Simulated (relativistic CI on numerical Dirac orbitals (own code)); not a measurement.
# Calculated levels, Co III

Method of calculation: Dirac-Coulomb-Breit CI, KLI orbitals optimised for each configuration, model QED (radiative potential, 1s self-energy scaled to tabulated hydrogen-like ionisation energies), valence Slater integrals scaled by 0.85, P86 correlation energy added to each configuration (own radial code, finite nucleus).

Configurations in the expansion (outside the closed core [Ar]): 3d⁷, 3d⁶4s, 3d⁶4p, 3d⁵4s², 3d⁶5s, 3d⁶4d, 3d⁶5p, 3d⁵4s4p, 3d⁶4f, 3d⁶5d, 3d⁶5f, 3d⁶5g, 3d⁵4s5s. Levels of other configurations are missing.

The lowest level is 3d⁷ ⁴F9/2, with 99 % of that term; Hund's rules for 3d⁷ give ⁴F with J = 9/2, in agreement.

```tsv
No.	Configuration	Term	J	E (cm⁻¹)	%	Next component (%)	jj configuration (%)
1	3d⁷	⁴F	9/2	0.0	99		3d5/2^3 (52)
2	3d⁷	⁴F	7/2	796.6	100		3d3/2^3 3d5/2^4 (82)
3	3d⁷	⁴F	5/2	1377.5	100		3d3/2^2 3d5/2^5 (71)
4	3d⁷	⁴F	3/2	1774.8	99		3d3/2^2 3d5/2^5 (36)
5	3d⁷	⁴P	5/2	15881.1	99		3d3/2^3 3d5/2^4 (60)
6	3d⁷	⁴P	3/2	16141.9	97	3 ²P	3d3/2^3 3d5/2^4 (42)
7	3d⁷	⁴P	1/2	16472.2	98	1 ²P	3d3/2^3 3d5/2^4 (56)
8	3d⁷	²G	9/2	16703.7	98	2 ²H	3d5/2^3 (43)
9	3d⁷	²G	7/2	17457.0	100		3d3/2^3 3d5/2^4 (50)
10	3d⁷	²H	11/2	21861.7	100		3d3/2^3 3d5/2^4 (100)
11	3d⁷	²P	3/2	21964.7	84	13 ²D	3d5/2^3 (57)
12	3d⁷	²H	9/2	22542.9	98	2 ²G	3d3/2^2 3d5/2^5 (65)
13	3d⁷	²P	1/2	22780.2	99	1 ⁴P	3d3/2^2 3d5/2^5 (57)
14	3d⁷	²D	5/2	23852.1	99		3d3/2^3 3d5/2^4 (48)
15	3d⁷	²D	3/2	25051.1	86	13 ²P	3d3/2 3d5/2^6 (58)
16	3d⁷	²F	5/2	37561.3	99		3d3/2^3 3d5/2^4 (58)
17	3d⁷	²F	7/2	37835.7	99		3d3/2^3 3d5/2^4 (67)
18	3d⁶(5D)4s	⁶D	9/2	44214.7	100		3d3/2^3 3d5/2^3 4s (47)
19	3d⁶(5D)4s	⁶D	7/2	44765.2	100		3d3/2^3 3d5/2^3 4s (50)
20	3d⁶(5D)4s	⁶D	5/2	45168.8	100		3d3/2^2 3d5/2^4 4s (60)
21	3d⁶(5D)4s	⁶D	3/2	45446.7	100		3d3/2 3d5/2^5 4s (35)
22	3d⁶(5D)4s	⁶D	1/2	45609.8	100		3d3/2^2 3d5/2^4 4s (47)
23	3d⁶(5D)4s	⁴D	7/2	54436.3	99		3d3/2^3 3d5/2^3 4s (47)
24	3d⁶(5D)4s	⁴D	5/2	55068.3	100		3d3/2^2 3d5/2^4 4s (46)
25	3d⁶(5D)4s	⁴D	3/2	55484.0	99		3d3/2^2 3d5/2^4 4s (49)
26	3d⁶(5D)4s	⁴D	1/2	55723.6	99		3d3/2^2 3d5/2^4 4s (37)
27	3d⁷	²D	3/2	58387.7	99		3d3/2^3 3d5/2^4 (87)
28	3d⁷	²D	5/2	58815.7	99		3d3/2^2 3d5/2^5 (62)
29	3d⁶(3H)4s	⁴H	13/2	67666.3	100		3d3/2^3 3d5/2^3 4s (65)
30	3d⁶(3H)4s	⁴H	11/2	67919.3	99	1 ⁴G	3d3/2^3 3d5/2^3 4s (53)
31	3d⁶(3H)4s	⁴H	9/2	68133.7	98	1 ⁴G	3d3/2^2 3d5/2^4 4s (48)
32	3d⁶(3H)4s	⁴H	7/2	68312.5	98	1 ⁴G	3d3/2^2 3d5/2^4 4s (39)
33	3d⁶(3P)4s	⁴P	5/2	69757.4	99		3d5/2^2 4s (35)
34	3d⁶(3F)4s	⁴F	9/2	70864.9	94	5 ⁴G	3d5/2^2 4s (46)
35	3d⁶(3F)4s	⁴F	7/2	71119.0	94	5 ⁴G	3d3/2^2 3d5/2^4 4s (41)
36	3d⁶(3P)4s	⁴P	3/2	71135.7	98	2 ²P	3d3/2 3d5/2^5 4s (39)
37	3d⁶(3F)4s	⁴F	5/2	71323.9	97	3 ⁴G	3d3/2^3 3d5/2^3 4s (48)
38	3d⁶(3F)4s	⁴F	3/2	71478.9	100		3d3/2^2 3d5/2^4 4s (47)
39	3d⁶(3P)4s	⁴P	1/2	71966.7	99	1 ²S	3d5/2^6 4s (33)
40	3d⁶(3G)4s	⁴G	11/2	73155.3	76	23 ²H	3d3/2^3 3d5/2^3 4s (79)
41	3d⁶(3G)4s	⁴G	9/2	73769.2	84	10 ²H	3d3/2^2 3d5/2^4 4s (56)
42	3d⁶(3H)4s	²H	11/2	74038.1	76	23 ⁴G	3d3/2^2 3d5/2^4 4s (65)
43	3d⁶(3G)4s	⁴G	7/2	74050.8	93	5 ⁴F	3d3/2^2 3d5/2^4 4s (51)
44	3d⁶(3G)4s	⁴G	5/2	74147.0	95	3 ⁴F	3d3/2^2 3d5/2^4 4s (53)
45	3d⁶(3H)4s	²H	9/2	74267.5	88	10 ⁴G	3d3/2^3 3d5/2^3 4s (48)
46	3d⁶(3P)4s	²P	3/2	76189.5	97	2 ⁴P	3d3/2^3 3d5/2^3 4s (31)
47	3d⁶(3F)4s	²F	7/2	77038.6	92	7 ²G	3d3/2^2 3d5/2^4 4s (36)
48	3d⁶(3F)4s	²F	5/2	77568.0	98	2 ⁴G	3d3/2^2 3d5/2^4 4s (50)
49	3d⁶(3P)4s	²P	1/2	77779.6	97	1 ⁴D	3d3/2^3 3d5/2^3 4s (34)
50	3d⁶(3G)4s	²G	9/2	79583.9	98	1 ²H	3d3/2^3 3d5/2^3 4s (45)
51	3d⁶(3G)4s	²G	7/2	80171.3	95	5 ²F	3d3/2^2 3d5/2^4 4s (50)
52	3d⁶(1I)4s	²I	13/2	80644.9	100		3d3/2^2 3d5/2^4 4s (65)
53	3d⁶(1I)4s	²I	11/2	80695.3	99	1 ²H	3d3/2^2 3d5/2^4 4s (68)
54	3d⁶(3D)4s	⁴D	3/2	81431.5	99		3d3/2^2 3d5/2^4 4s (47)
55	3d⁶(3D)4s	⁴D	1/2	81445.5	99	1 ²P	3d3/2^2 3d5/2^4 4s (56)
56	3d⁶(3D)4s	⁴D	5/2	81459.2	99		3d3/2^2 3d5/2^4 4s (38)
57	3d⁶(3D)4s	⁴D	7/2	81580.4	100		3d3/2^3 3d5/2^3 4s (54)
58	3d⁶(1G)4s	²G	9/2	82623.3	98	1 ²H	3d3/2^2 3d5/2^4 4s (43)
59	3d⁶(1G)4s	²G	7/2	82688.2	97	2 ²F	3d3/2^2 3d5/2^4 4s (43)
60	3d⁶(3D)4s	²D	3/2	87529.1	99		3d3/2^2 3d5/2^4 4s (48)
61	3d⁶(3D)4s	²D	5/2	87695.3	99		3d3/2^3 3d5/2^3 4s (46)
62	3d⁶(1S)4s	²S	1/2	88287.0	98	1 ²P	3d3/2^3 3d5/2^3 4s (30)
63	3d⁶(1D)4s	²D	5/2	91002.9	99		3d3/2^2 3d5/2^4 4s (30)
64	3d⁶(1D)4s	²D	3/2	91053.1	99		3d3/2 3d5/2^5 4s (31)
65	3d⁶(5D)4p	⁶D°	9/2	94538.4	99	1 ⁶F°	3d3/2^3 3d5/2^3 4p3/2 (33)
66	3d⁶(5D)4p	⁶D°	7/2	94802.8	97	1 ⁶F°	3d3/2^2 3d5/2^4 4p3/2 (26)
67	3d⁶(5D)4p	⁶D°	5/2	95081.5	98	1 ⁶F°	3d3/2^3 3d5/2^3 4p1/2 (26)
68	3d⁶(5D)4p	⁶D°	3/2	95302.0	99		3d3/2^2 3d5/2^4 4p1/2 (33)
69	3d⁶(5D)4p	⁶D°	1/2	95440.8	99		3d3/2^2 3d5/2^4 4p3/2 (18)
70	3d⁶(1F)4s	²F	7/2	97469.4	98	1 ⁴F	3d3/2^3 3d5/2^3 4s (66)
```

Energies count from the lowest computed level; ° marks odd parity. Percentages are summed over parent terms; the parents shown are those of the largest component, closed shells are left out there. Filled j subshells are mostly left out of the jj labels.

The mean weight of the leading LS term, summed over parents, in these 70 levels is 97 %, and that of the leading jj configuration (from the same eigenvectors) 49 %, so LS coupling describes them better.

For a near-neutral ion this model can misplace configurations by up to about 10,000 cm⁻¹ (more where the count of f electrons changes) and terms by 10 to 25 % of their spread. Rates follow the energies as ν³ (E1, M1) or ν⁵ (E2), so they and the lifetimes can be off by large factors. The fine structure of a lone outer electron comes out too small, for d and f at times inverted, and misplaced configurations move strength between like terms. 61 of the 61 excited levels that our extract of the measured tables holds in this range could be paired (the sources list more); they are missed by 2284 cm⁻¹ on average and 4829 at most, and levels without a partner can miss by more.

Landé's interval rule says that E(J) − E(J−1) = AJ with one A. For the ground term the intervals give A = -158.9, -166.0, -177.0 cm⁻¹ for J = 5/2, 7/2, 9/2; the multiplet is inverted.
